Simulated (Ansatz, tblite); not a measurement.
Forces on SnH2 at its r2SCAN-D4/def2-TZVP geometry. Charge 0, multiplicity 1.

In the def2 sets Sn takes a core potential; there is no spin–orbit coupling. The xTB rows come from tblite.

GFN1-xTB (tblite), largest force 0.43 eV/Å:

```xyz
3
positions Å, forces eV/Å
Sn    0.660   -0.509    0.052    0.340   -0.262    0.027
H     0.298    1.135    0.607   -0.174    0.126   -0.017
H    -0.959   -0.626   -0.659   -0.166    0.136   -0.009
```

GFN2-xTB (tblite), largest force 0.46 eV/Å:

```
Sn 0.361 -0.278 0.028
H -0.138 0.199 0.029
H -0.223 0.079 -0.057
```

PBE-D4/def2-TZVP (Ansatz), largest force 0.29 eV/Å:

```
Sn 0.228 -0.176 0.018
H -0.043 0.187 0.062
H -0.185 -0.012 -0.080
```
